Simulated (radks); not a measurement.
All-electron atom: Au9+ in [Xe] 4f14 5d2 (the NIST ground configuration).

Method: scalar-relativistic Kohn-Sham, SCAN, spin-polarised, spherical densities, finite nucleus; open shells are filled with parallel spins first (spin-orbit coupling, left out, can overturn this in heavy ions); meta-GGA in the generalised Kohn-Sham scheme; Fermi nuclear charge, rms radius 5.4371 fm; computed with a radial shooting solver on a logarithmic mesh with Libxc functionals.

Energy parts (Ry):
total: -37977.7728
kinetic: 42477.7344
electron-nucleus: -93699.7171
Hartree: 13960.8330
exchange-correlation: -716.6230

Orbitals (lengths in bohr, moments of r in powers of bohr):
| orbital | occ. | eigenvalue (Ry) | <r^4> |
|---|---|---|---|
| 1s up | 1 | -5952.942 | 4.252e-07 |
| 1s down | 1 | -5952.942 | 4.252e-07 |
| 2s up | 1 | -1061.777 | 0.00006222 |
| 2s down | 1 | -1061.764 | 0.00006222 |
| 2p up | 3 | -919.3284 | 0.00005055 |
| 2p down | 3 | -919.3153 | 0.00005055 |
| 3s up | 1 | -260.0655 | 0.002244 |
| 3s down | 1 | -260.0603 | 0.002243 |
| 3p up | 3 | -218.5076 | 0.002472 |
| 3p down | 3 | -218.5009 | 0.002471 |
| 3d up | 5 | -174.0088 | 0.001907 |
| 3d down | 5 | -173.9962 | 0.001907 |
| 4s up | 1 | -65.59297 | 0.05015 |
| 4s down | 1 | -65.56890 | 0.05011 |
| 4p up | 3 | -51.89468 | 0.06693 |
| 4p down | 3 | -51.87109 | 0.06680 |
| 4d up | 5 | -35.38083 | 0.09250 |
| 4d down | 5 | -35.35175 | 0.09208 |
| 4f up | 7 | -17.10036 | 0.1701 |
| 4f down | 7 | -17.06089 | 0.1665 |
| 5s up | 1 | -18.85592 | 1.159 |
| 5s down | 1 | -18.69516 | 1.147 |
| 5p up | 3 | -14.99963 | 1.828 |
| 5p down | 3 | -14.81329 | 1.800 |
| 5d up | 2 | -10.27562 | 3.854 |

The highest occupied level is 5d up at -139.81 eV. For comparison, the ionisation energy in NIST's Atomic Spectra Database is 149 eV (theoretical). In exact Kohn-Sham theory the highest level is minus the ionisation energy, but local and semilocal functionals leave it too shallow, through self-interaction and a potential that decays too fast; potentials with the right tail come closer.

Empty levels of this run are not shown, since the potential may be unsettled where no density lies.
